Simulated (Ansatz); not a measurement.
CHF2 (SMILES F[CH]F) moved off its minimum; all values from Ansatz (a program for electronic structure), cores frozen in correlated methods. Open shells are unrestricted.
(charge 0, multiplicity 2)
```xyz
4

F     -1.0906    -0.1951    -0.0511
C     -0.0261     0.4016     0.2738
F      1.0289    -0.1913    -0.1204
H      0.0221     1.3712    -0.0962
```

Forces at PBE/def2-TZVPP (eV/Å):

| atom | Fx | Fy | Fz |
|---|---|---|---|
| F1 | -3.470 | -2.209 | -0.785 |
| C2 | 0.574 | 2.006 | 1.835 |
| F3 | 3.210 | -2.481 | -0.801 |
| H4 | -0.314 | 2.684 | -0.249 |

Problem. Give the forces (eV/Å), the total energy and the dipole at CCSD(T)/cc-pVTZ.

Solution. 
```json
[
 {"atom": "F1", "Fx": "-3.039", "Fy": "-2.011", "Fz": "-0.674"},
 {"atom": "C2", "Fx": "0.636", "Fy": "1.993", "Fz": "1.405"},
 {"atom": "F3", "Fx": "2.765", "Fy": "-2.303", "Fz": "-0.646"},
 {"atom": "H4", "Fx": "-0.362", "Fy": "2.320", "Fz": "-0.085"}
]
```
Energy -238.0164 hartree, dipole 1.01 D.
